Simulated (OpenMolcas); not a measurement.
Ti3+ among 3 point charges of -2.5 e arranged as a planar triangle (D3h).

```yaml
Program: OpenMolcas 26.06
Method: CASSCF
Basis: ANO-RCC-VDZP [5s4p2d1f]
Scalar_Hamiltonian: DKH2, point nucleus
Active_space: 1 electron in 5 orbitals (3d)
State_averaging: 2S+1 = 2 even, 5 roots
Spin-orbit_coupling: state interaction with AMFI integrals over the reference wave functions
```

All point charges move together. At R = 1.9 Å the first state of the same spin is 6154 cm-1, and at R = 2.17 Å it is 3310 cm-1.

Q: A third run gives 4141 cm-1. What distance was it run at?

A: With a power law R^-n the two known points give n = -ln(3310 / 6154) / ln(2.17 / 1.9) = 4.67. Then R = 1.9 × (6154 / 4141)^(1/4.67) = 2.068 Å. The run was at 2.06 Å, so the estimate is off by +0.008 Å.

Point charges carry no covalency, so the field is a model and not that of real ligands. No measured value stands beside these numbers.
